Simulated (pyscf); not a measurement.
This saddle point was located with ωB97X-D3(BJ)/def2-SVP in PySCF.

```xyz
11

O      0.4322    -2.2259     2.0517
Si    -1.0084    -1.6338     1.8571
O     -1.7928    -1.6663     0.3978
H     -2.0675    -1.5378     2.8746
H     -1.2690    -2.0132    -0.3345
O     -0.1614     0.0546     1.8575
Si    -0.2228     1.2125     0.5983
H      0.6217    -0.6663     1.9714
H      0.2369     0.5857    -0.6680
H      0.6773     2.3293     0.9774
H     -1.6349     1.6503     0.5133
```
Charge 0, spin multiplicity 1.

Surface: singlet, charge 0. Lowest wavenumbers (cm⁻¹): 579i, 86, 123, 140, 270.

Task: Name the species on either side of this saddle.

Result: O=SiH–OH (SMILES O=[SiH]O) + HO–SiH₃ (SMILES O[SiH3]) ⇌ HO–SiH(OH)–O–SiH₃ (SMILES O[SiH](O)O[SiH3]), an addition across a multiple bond or ene-type step read from left to right: H–O broken and H–O, O–Si formed. At ωB97M-D3(BJ)/def2-TZVP it lies -72.6 kJ/mol from the left side and +225.3 kJ/mol from the right (each side as separated species at their lowest minima found). On the reactant side the descent ends in an adduct with a O–Si contact, 91.3 kJ/mol under the separated species and 10.5 kJ/mol under the saddle at ωB97X-D3(BJ)/def2-TZVP. At ωB97M-D3(BJ) the saddle lies under the separated reactants, which points to a path from their complex (located at ωB97X-D3(BJ) alone). What is counted as formed (O–Si) is already present as a longer contact in the reactant adduct; forming that adduct is a step of its own. O=SiH–OH lies 41.2 kJ/mol over its isomer HO–Si:–OH [singlet] (electronic energy, ωB97M-D3(BJ)/def2-TZVP). This is the saddle that the search found; another between the same sides may lie lower.
